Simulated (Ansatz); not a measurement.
Task: Name a neutral molecule of In, N and H with ideal-gas entropy at 298 K and 1 bar (rigid rotor, harmonic PBE0-D4/def2-TZVP) between 293 and 309 J/(mol·K) and HOMO energy (PBE/def2-TZVPP) between -6.35 and -6.05 eV (Ansatz, PBE0-D4/def2-TZVP geometry).

Result: `[NH3+][InH3-]` (305 J/(mol·K), -6.12 eV). Other molecules can fit too; these were computed, each in one conformer that needn't be the lowest.
